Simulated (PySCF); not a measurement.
**`B1C=C[Se]CO1`, C$_{3}$H$_{5}$BOSe: coupling constants with relativity**

Geometry (Å), atoms numbered from 1 in this order:
```xyz
11

B     0.152    1.284   -0.371
C     1.276    0.339    0.120
C     1.149   -1.003    0.022
Se   -0.479   -1.872   -0.348
C    -1.538   -0.314    0.176
O    -1.143    0.869   -0.448
H     0.369    2.393   -0.801
H     2.277    0.725    0.341
H     2.000   -1.688    0.117
H    -1.445   -0.222    1.271
H    -2.581   -0.537   -0.090
```

Method: indirect couplings at PBE0/pcJ-1 (dyall-v2z on Se), no solvent, finite nuclei, structure from PBE0-D3(BJ)/def2-SVP; PySCF 2.14 with density-fitted X2C routines.

Non-relativistic values:
| coupling | atoms | J (Hz) |
| --- | --- | --- |
| 1J(77Se,13C) | Se4 – C3 | -127.4 |
| 1J(77Se,13C) | Se4 – C5 | -80.5 |
| 2J(77Se,13C) | Se4 – C2 | -10.6 |
| 2J(77Se,17O) | Se4 – O6 | -18.7 |
| 2J(77Se,1H) | Se4 – H9 | 51.5 |
| 2J(77Se,1H) | Se4 – H10/H11 | 19.6 |
| 3J(77Se,11B) | Se4 – B1 | 6.6 |
| 3J(77Se,1H) | Se4 – H8 | 5.4 |
| 4J(77Se,1H) | Se4 – H7 | 0.8 |

Problem. What do two-component X2C with spin–orbit coupling give?

Solution. 
```
    coupling          atoms  with spin–orbit (Hz)
1J(77Se,13C)       Se4 – C3                -148.5
1J(77Se,13C)       Se4 – C5                 -93.1
2J(77Se,13C)       Se4 – C2                 -11.8
2J(77Se,17O)       Se4 – O6                 -20.1
 2J(77Se,1H)       Se4 – H9                  56.4
 2J(77Se,1H)  Se4 – H10/H11                  22.2
3J(77Se,11B)       Se4 – B1                   6.3
 3J(77Se,1H)       Se4 – H8                   4.0
 4J(77Se,1H)       Se4 – H7                   1.1
```

The largest listed coupling, 1J(77Se,13C), ends at 1.17 times its non-relativistic value. Equivalent partners are averaged, as under fast rotation. In the static structure 2J(77Se,1H) spreads over 3.1, 41.3 Hz.
